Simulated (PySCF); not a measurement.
Two-component Hartree-Fock for Se(8+) (selenium, charge +8)

Start: [Ar] 3d8; 3d3/2 filled at m_j = -3/2, -1/2, +1/2, +3/2; 3d5/2 filled at m_j = -1/2, +1/2, +3/2, +5/2. Calculated with PySCF 2.14 in an uncontracted even-tempered set (18 s from 0.43 bohr⁻², ratio 2.8; 13 p from 0.56 bohr⁻², ratio 2.8; 9 d from 0.56 bohr⁻², ratio 2.8; 4 f from 3.7 bohr⁻², ratio 3): generalised Hartree-Fock with the X2C-1e Hamiltonian and a Gaussian nucleus; spin-orbit coupling (SO) screened by Boettger's factors.

```
spinor shell  electrons  ε, screened SO (eV)  weight of nominal j (screened SO)  rms radius, screened SO (bohr)
       1s1/2          2             -12903.0                              1.000                          0.0508
       2s1/2          2              -1861.5                              1.000                           0.212
       2p1/2          2              -1682.1                              0.999                           0.187
       2p3/2          4              -1638.1                              1.000                           0.190
       3s1/2          2              -403.38                              1.000                           0.599
       3p1/2          2              -341.94                              0.915                           0.608
       3p3/2          4              -330.87                              0.957                           0.618
       3d3/2          4              -226.82                              0.691                           0.626
       3d5/2          4              -224.85                              0.729                           0.629
```

```tsv
quantity	screened SO
E (hartree)	-2406.55106
M_J	4
⟨J²⟩	20.002
⟨L²⟩	12.037
⟨S²⟩	1.995
```

Each row is a mean over spinors that exchange with the open shell spreads, by up to 15.909 eV (3p3/2).

Rows whose weight is well below 1 are mixtures of j = l ± 1/2: exchange outweighs spin-orbit coupling there, and the label is only the starting occupation.
